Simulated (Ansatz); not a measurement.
Ansatz (a program for electronic structure) input:

Ansatz 0.2 input:
```yaml
crystal:
  periodic: [false, false, false]
  atoms:
    - {symbol: S, position_ang: [-0.09782461, -0.09810101, 0.09697156]}
    - {symbol: O, position_ang: [0.68360418, 0.67265921, 1.06164456]}
    - {symbol: O, position_ang: [0.67909813, -1.05375380, -0.68942216]}
    - {symbol: O, position_ang: [-1.05572735, 0.68893691, -0.67652048]}
    - {symbol: H, position_ang: [-0.89060598, -0.89312236, 0.88283969]}
basis:
  gaussian:
    orbitals: def2-TZVPD
hamiltonian:
  xc: {name: PBE}
total_charge: -1
output: {forces: true}
```

Task: What final total energy does it print?

Result: -624.26369 Eh (PBE/def2-TZVPD). The basis has 175 functions.

It need not be the lowest isomer of its formula.
